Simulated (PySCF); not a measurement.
C3H5NOSi, SMILES N1=C[Si@H](C=C1)O. Atoms are numbered in the order given.

```xyz
11

O     -2.1075     0.1157     0.6645
Si    -0.7689     0.3334    -0.3020
C      0.7435     1.1148     0.4621
C      1.7419     0.2258     0.3186
N      1.5043    -1.0580    -0.3053
C      0.2864    -1.2159    -0.6747
H     -1.9590    -0.2436     1.5453
H     -1.2808     0.9929    -1.5284
H      0.9092     2.0910     0.9224
H      2.7764     0.3861     0.6425
H      0.0188    -2.1624    -1.1672
```

Geometry: ωB97X-D3(BJ)/def2-SVP. The structure was generated by enumeration; whether it is a known compound was not checked. One conformer was computed; it need not be the lowest.

These are TDA-PBE/def2-SVPD (PySCF) values and carry that method's errors.

Vertical excitations. 

**Question.** List the lowest excited states. (The exact figures need the calculation; the answer reports its results.)

**Answer.** 
```csv
state,energy (eV),λ (nm),f,main pairs
S1,2.75,450,0.000,HOMO→LUMO 99 %
S2,4.15,299,0.038,HOMO−1→LUMO 83 %
S3,4.59,270,0.016,HOMO−2→LUMO 90 %
S4,5.31,234,0.008,HOMO−3→LUMO 97 %
S5,5.48,226,0.000,"HOMO→LUMO+2 73 %, HOMO→LUMO+1 26 %"
S6,5.70,217,0.007,"HOMO→LUMO+1 71 %, HOMO→LUMO+2 26 %"
S7,6.08,204,0.003,"HOMO→LUMO+3 41 %, HOMO−4→LUMO 35 %, HOMO−1→LUMO+1 19 %"
S8,6.13,202,0.017,"HOMO→LUMO+3 56 %, HOMO−4→LUMO 18 %, HOMO−1→LUMO+1 17 %"
S9,6.20,200,0.004,HOMO−5→LUMO 90 %
S10,6.39,194,0.041,"HOMO−1→LUMO+2 35 %, HOMO−1→LUMO+1 27 %, HOMO→LUMO+4 14 %, HOMO−4→LUMO 13 %"
T1,2.25,550,0,HOMO→LUMO 99 %
T2,2.69,462,0,HOMO−1→LUMO 98 %
T3,4.20,295,0,HOMO−2→LUMO 99 %
T4,5.01,247,0,HOMO−3→LUMO 86 %
```
Triplets are in the Tamm–Dancoff approximation.
